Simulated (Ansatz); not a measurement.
Basis-set extrapolation for CH$_{4}$Al$_{2}$O$_{2}$ (`O[CH]1[AlH][Al]1[OH]`) (PBE0-D4/def2-TZVP geometry, frozen core, Ansatz). Multiplicity 1, RHF reference.

```csv
,def2-TZVPP,def2-QZVPP
HF,-673.824262,-673.847164
MP2 correlation,-0.800383,-0.861840
CCSD(T) correlation,-0.860342,not run
```

Energies in hartree. Use E(X) = E(∞) + A·exp(−7.88·√X) for Hartree–Fock and E(X) = E(∞) + B·X^(−2.97) for correlation, with X = 3 and 4, and add CCSD(T) minus MP2 of the smaller set to the MP2 limit.

Question: What is the CCSD(T) energy at the basis-set limit?

Answer: HF limit: -673.847164 + (-0.022902) × 0.13774 = -673.85032. MP2 limit: -0.861840 + (-0.061457) × 0.74074 = -0.90736. Higher-order term: -0.860342 − (-0.800383) = -0.05996. Total: -674.81764 hartree, 349.3 kJ/mol below CCSD(T)/def2-TZVPP.
